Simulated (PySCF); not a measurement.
C3H8ClNSi, SMILES C[Si@H](/C=N/C)Cl. Atoms are numbered in the order given.

```xyz
14

C      2.9546    -1.3191     0.7901
N      1.7382    -1.0275     0.0863
C      1.1174     0.0522     0.3365
Si    -0.4585     0.3972    -0.6394
C     -1.1884    -1.1942    -1.2630
Cl    -1.7808     1.3598     0.6511
H      3.2468    -0.5411     1.5232
H      3.7712    -1.4517     0.0616
H      2.8489    -2.2844     1.3114
H      1.4960     0.7765     1.0945
H     -0.1699     1.3619    -1.7412
H     -1.5109    -1.8176    -0.4159
H     -2.0495    -1.0168    -1.9233
H     -0.4106    -1.7451    -1.8139
```

Geometry optimised at PBE0-D3(BJ)/def2-SVP. The structure was generated by enumeration; whether it is a known compound was not checked. The values are those of a single conformer.

Two levels are set side by side: PBE/pcSseg-1 (PySCF) and HF/pcSseg-1 (PySCF). GIAO shifts against HCl (³⁵Cl), NH3 (¹⁵N), TMS (²⁹Si), TMS (¹H), TMS (¹³C) at the same level; non-relativistic, no solvent, atoms listed together averaged. Without spin–orbit terms, shifts of atoms bonded to Cl or Br come out too high at both levels. Differences are taken from unrounded values.

| quantity | PBE |
|---|---|
| δ(¹³C) of C1 (ppm) | 60.9 |
| δ(¹⁵N) of N2 (ppm) | 443.9 |
| δ(¹³C) of C3 (ppm) | 182.6 |
| δ(²⁹Si) of Si4 (ppm) | 0.8 |
| δ(¹³C) of C5 (ppm) | 1.1 |
| δ(³⁵Cl) of Cl6 (ppm) | -11.5 |
| δ(¹H) of H10 (ppm) | 8.80 |
| δ(¹H) of H11 (ppm) | 5.64 |

These are the PBE values. What does HF give? (The exact figures need the calculation; the answer reports its results.)


| quantity | HF | PBE minus HF |
|---|---|---|
| δ(¹³C) of C1 (ppm) | 53.7 | 7.1 |
| δ(¹⁵N) of N2 (ppm) | 463.8 | -19.9 |
| δ(¹³C) of C3 (ppm) | 181.7 | 0.9 |
| δ(²⁹Si) of Si4 (ppm) | -3.2 | 4.0 |
| δ(¹³C) of C5 (ppm) | 1.0 | 0.1 |
| δ(³⁵Cl) of Cl6 (ppm) | -54.5 | 43.0 |
| δ(¹H) of H10 (ppm) | 8.46 | 0.34 |
| δ(¹H) of H11 (ppm) | 5.00 | 0.65 |

Rough cost on one machine, each run with all the roots and properties that it gave: HF against PBE within a factor of 2.
